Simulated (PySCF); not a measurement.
Bond length, frequency and bond energy of RbZn by level of theory

State: ²Σ⁺ (doublet), unpaired electrons σ ↑. Set-up: basis Rb def2-SVP with ECP28, Zn def2-SVP; scalar-relativistic core potentials; PySCF 2.14. De refers to Rb + Zn in their ground configurations, without counterpoise correction. The functionals are run spin-unrestricted. A positive dipole means Rb(−)Zn(+). Levels whose curve was spin-contaminated or gave no clean fit are not listed.

| Level | Re (Å) | ωe (cm⁻¹) | De (eV) | μ (D) |
| --- | --- | --- | --- | --- |
| LDA | 3.693 | 52.6 | 0.182 | -0.20 |
| PBE | 3.986 | 38.2 | 0.099 | -0.12 |
| TPSS | 4.011 | 36.5 | 0.091 | -0.07 |
| r²SCAN | 4.003 | 37.9 | 0.092 | -0.34 |
| TPSSh | 4.068 | 34.0 | 0.079 | -0.05 |
| PBE0 | 4.124 | 32.1 | 0.069 | -0.02 |
| CAM-B3LYP | 4.373 | 21.1 | 0.027 | 0.19 |

What does a quarter of exact exchange do here, going from PBE to PBE0?

PBE0 less PBE: +13.8 pm in Re, -16.0 % in ωe, -0.03 eV in De. Exact exchange removes part of the self-interaction that spreads semilocal densities, and in most molecules shortens and stiffens the bond and lowers De; here Re and ωe go the other way.

What does the step from GGA to meta-GGA do here, going from PBE to r²SCAN?

r²SCAN less PBE: +1.7 pm in Re, -0.8 % in ωe, -0.01 eV in De. 

What does a tenth of exact exchange do here, going from TPSS to TPSSh?

TPSSh less TPSS: +5.7 pm in Re, -6.8 % in ωe, -0.01 eV in De. Exact exchange removes part of the self-interaction that spreads semilocal densities, and in most molecules shortens and stiffens the bond and lowers De; here Re and ωe go the other way.

The bond is weak. Basis-set superposition, not corrected here, can be much of De in a small basis, most of all at correlated wavefunction levels. Functionals without a dispersion term scatter widely for such bonds, and LDA overbinds them. Spin–orbit coupling is left out. The state is the lowest determinant that a PBE0 search found; another state may lie lower at other levels.

The whole job (state search and all levels along the bond) took about 2.7 min on 1 thread of Arm Neoverse V1 (shared host), peak memory 0.82 GiB.
